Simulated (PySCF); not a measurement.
# ORD: `CC#C[C@H]1CC[C@@H]1O`, C₇H₁₀O

Cartesian coordinates in Å; atom numbers follow the order of the lines, from 1:
```xyz
18

C     3.5535   -0.2773    0.1851
C     2.1723   -0.0488   -0.1791
C     1.0313    0.1489   -0.4912
C    -0.3523    0.3582   -0.8361
C    -1.1731   -0.8906   -1.2323
C    -2.2977   -0.4440   -0.2877
C    -1.3434    0.5922    0.3401
O    -1.8186    1.8847    0.5558
H     3.9514    0.5952    0.7027
H     4.1502   -0.4601   -0.7084
H     3.6283   -1.1430    0.8429
H    -0.4315    1.1568   -1.5800
H    -0.6911   -1.8104   -0.9082
H    -1.4299   -0.9735   -2.2863
H    -3.1251    0.0359   -0.8104
H    -2.6975   -1.1993    0.3842
H    -0.9277    0.2667    1.2954
H    -2.2077    2.2149   -0.2629
```

Theory: PySCF, TDDFT PBE0/def2-SVPD circular dichroism and optical rotation, one conformer, gas phase. Geometry: GFN2-xTB.

The molecule is flexible and this is one conformer; a measurement averages over conformers. States above about 6.9 eV (minus the energy of the highest occupied orbital) lie near or above the ionisation threshold and depend on the basis.

Stereocentres: C4 R, C7 S.

Q: What is the specific rotation at 633, 589.3, 546, 436, 405, 365, 355 nm?

A: [α] in deg dm⁻¹ (g/mL)⁻¹:
| λ (nm) | origin-invariant length gauge | modified velocity gauge | length gauge (centre of mass) | isotropic polarisability (au) |
| --- | --- | --- | --- | --- |
| 633 | +113.8 | +116.7 | +113.9 | 88.7 |
| 589.3 | +132.4 | +135.8 | +132.6 | 89.0 |
| 546 | +155.9 | +159.8 | +156.1 | 89.4 |
| 436 | +255.1 | +261.1 | +255.4 | 91.2 |
| 405 | +300.9 | +307.9 | +301.3 | 92.1 |
| 365 | +381.1 | +389.5 | +381.6 | 93.5 |
| 355 | +406.1 | +415.0 | +406.8 | 94.0 |

Q: And for the mirror image at 589.3 nm?

A: -132.4 deg dm⁻¹ (g/mL)⁻¹ (origin-invariant length gauge): the same size and the opposite sign.

Q: What is the molar rotation [Φ] = [α]·M/100 of the geometry above at 589.3 nm?

A: With M = 110.16 g/mol, +145.9 deg cm² dmol⁻¹ (origin-invariant length gauge).

The first excitation lies at 6.34 eV (196 nm) with R = -7.2 × 10⁻⁴⁰ esu² cm² (velocity form).
